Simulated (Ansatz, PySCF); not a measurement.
BClH, SMILES [BH]Cl (connectivity only; charge and spin as stated), charge +1, multiplicity 1.

Geometry optimised at TPSSh-D3(BJ)/def2-TZVPD. The multiplicity is an assumed one; other spin states were not compared. The isomer is the one that the SMILES or the coordinates give; other isomers of the formula were not compared.

Two levels are set side by side: PBE/def2-TZVPD (Ansatz, an electronic-structure program) and EOM-CCSD/aug-cc-pVDZ (PySCF). PBE by ΔSCF, the other level by its IP root; same geometry, the bases differ. Differences are taken from unrounded values.

| quantity | EOM-CCSD |
|---|---|
| vertical ionisation energy (eV) | 21.47 |

Problem. What does PBE give, and how far is it from EOM-CCSD? (An estimate is asked for; the answer gives what the named calculation found.)

Solution. 
```json
[
 {"quantity": "vertical ionisation energy (eV)", "PBE": "21.80", "PBE minus EOM-CCSD": "0.32"}
]
```

On these quantities the two levels nearly agree.
